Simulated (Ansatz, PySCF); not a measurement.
Gas-phase reaction 4 R1 + R2 → P1 + P2 + P3 + 2 P4, each structure at its B3LYP-D3(BJ)/def2-TZVP stationary point, reached from a drawn start (curvature not checked).
P1: CH4 (SMILES C), charge 0, multiplicity 1.
R1: H2 (SMILES [H][H]), charge 0, multiplicity 1.
P2, H2O (SMILES O) (charge 0, multiplicity 1):
```csv
atom,x (Å),y (Å),z (Å)
O,0.0000,0.0000,0.3896
H,0.0000,0.7650,-0.1949
H,0.0000,-0.7650,-0.1949
```
P3: HF (SMILES F), charge 0, multiplicity 1.
P4: SiH4 (SMILES [SiH4]), charge 0, multiplicity 1.
R2, CH7FOSi2 (SMILES C[SiH](F)O[SiH3]) (charge 0, multiplicity 1):
```xyz
12

Si     0.58225    -0.74223     0.04587
O     -0.66281     0.29935    -0.04099
Si    -2.26313     0.54774    -0.30896
F      0.71628    -1.49021    -1.36881
C      2.14765     0.17689     0.39146
H      0.28173    -1.79047     1.04119
H     -3.04882    -0.60380     0.19242
H     -2.50861     0.71794    -1.75755
H     -2.66518     1.77448     0.41127
H      2.08287     0.69682     1.34954
H      2.33899     0.91905    -0.38611
H      2.99887    -0.50566     0.43079
```

P less R. No zero-point or thermal terms. One arrangement of each flexible species, with no search for the lowest.

Correlated levels freeze the cores.

Codes used: Ansatz (a program for electronic structure) with Gaussian orbitals; PySCF for the D3/D4 terms. No computed number here is a measurement.

What reaction energy does PBE-D4/def2-TZVPP give?

247 kJ/mol

What is the computed reaction energy (CCSD/cc-pV(T+d)Z)?

261 kJ/mol

Give the reaction energy at the level MP2/cc-pV(D+d)Z.

229 kJ/mol
